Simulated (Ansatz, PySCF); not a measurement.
C₂H₉GeN, SMILES C[N](C)[GeH3]. Atoms are numbered in the order given.

```xyz
13

Ge     0.9366    -0.2865     0.0565
N     -0.7868     0.3636     0.1651
C     -1.8623    -0.5682     0.4488
C     -1.1735     1.4518    -0.7135
H      1.2214    -1.1196    -1.2226
H      1.1505    -1.1828     1.2881
H      1.8723     0.9342     0.0700
H     -2.7176    -0.0317     0.9006
H     -2.2445    -1.0973    -0.4517
H     -1.5284    -1.3295     1.1713
H     -1.4892     1.1178    -1.7263
H     -2.0216     2.0092    -0.2738
H     -0.3386     2.1595    -0.8364
```

The structure is a stationary point at TPSSh-D3(BJ)/def2-SVP.

Two levels are set side by side: PBE-D3(BJ)/def2-SVP (Ansatz, a program for electronic structure) and TPSSh-D3(BJ)/def2-SVP (PySCF). Each level has its own optimised geometry; the coordinates shown are those of the second. Frequencies come from the Hessian of PySCF at each geometry. Differences are taken from unrounded values.

```
quantity                            TPSSh-D3(BJ)  PBE-D3(BJ)  PBE-D3(BJ) minus TPSSh-D3(BJ)
----------------------------------  ------------  ----------  -----------------------------
mean bond length (Å)                       1.335       1.343                          0.008
bond Ge1–N2 (Å)                            1.845       1.858                          0.013
bond N2–C3 (Å)                             1.451       1.450                         -0.001
bond N2–C4 (Å)                             1.451       1.450                         -0.001
bond Ge1–H5 (Å)                            1.553       1.567                          0.014
bond Ge1–H6 (Å)                            1.538       1.550                          0.012
bond Ge1–H7 (Å)                            1.538       1.550                          0.012
bond C3–H8 (Å)                             1.106       1.115                          0.009
bond C3–H9 (Å)                             1.112       1.122                          0.010
bond C3–H10 (Å)                            1.101       1.110                          0.008
bond C4–H11 (Å)                            1.112       1.122                          0.010
bond C4–H12 (Å)                            1.106       1.115                          0.009
bond C4–H13 (Å)                            1.101       1.110                          0.008
highest harmonic wavenumber (cm⁻¹)          3100        3036                            -64
mean harmonic wavenumber (cm⁻¹)             1395        1352                            -43
zero-point energy (kcal/mol)               65.81       63.80                          -2.01
```

GGA bonds tend to be longer and softer than those of functionals with exact exchange. Differences between two approximate levels are no errors against the true value.
